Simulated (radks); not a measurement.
Problem. Nb+, configuration [Kr] 4d4. Method: Dirac Kohn-Sham, PBE, spin-unpolarised, spherical densities, point nucleus; open shells are shared between the two j in proportion to 2j + 1; computed with a radial shooting solver on a logarithmic mesh with Libxc functionals. Some entries of the table are withheld. Estimate them.

orbital,occ.,eigenvalue (eV),r(max) (bohr)
1s1/2,2,-18806.35,0.02349
2s1/2,2,-2635.453,0.1333
2p1/2,2,-2419.052,0.1039
2p3/2,4,-2323.269,0.1076
3s1/2,2,-445.0474,0.3957
3p1/2,2,(1),(2)
3p3/2,4,(3),(4)
3d3/2,4,(5),0.3330
3d5/2,6,(6),0.3357
4s1/2,2,-64.7795,1.033
4p1/2,2,(7),1.108
4p3/2,4,(8),1.133
4d3/2,1.6,-9.4091,1.483
4d5/2,2.4,-9.2422,1.497

Solution. 
(1) 3p1/2 eigenvalue (eV): -363.5733
(2) 3p1/2 r(max) (bohr): 0.3833
(3) 3p3/2 eigenvalue (eV): -348.0605
(4) 3p3/2 r(max) (bohr): 0.3925
(5) 3d3/2 eigenvalue (eV): -204.2297
(6) 3d5/2 eigenvalue (eV): -201.3421
(7) 4p1/2 eigenvalue (eV): -42.3832
(8) 4p3/2 eigenvalue (eV): -40.2944
